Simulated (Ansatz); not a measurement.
Cartesian coordinates (Å):
```xyz
7

N      2.1986    -0.0142     0.2254
Si     0.6171     0.0298     0.0880
C     -1.1089     0.4446     0.2055
C     -0.8673    -0.6552    -0.5705
H      2.7038     0.6667     0.7760
H     -2.0279     0.9511     0.4762
H     -1.5305    -1.3119    -1.1202
```
Charge 0, multiplicity 1.

Computed with Ansatz (a quantum-chemistry and plane-wave program) with frozen-core CCSD(T)/cc-pVTZ // B3LYP-D3(BJ)/def2-TZVP.

- HF energy = -420.81546 Ha
- MP2 correlation energy = -0.62425 Ha

Problem. Estimate the CCSD correlation energy, the (T) correction, the total energy and the T1 diagnostic.

Solution. 
```
Quantity                         Value
-----------------------  -------------
CCSD correlation energy    -0.64263 Ha
(T) correction             -0.03442 Ha
CCSD(T) total energy     -421.49251 Ha
T1 diagnostic                    0.017
```
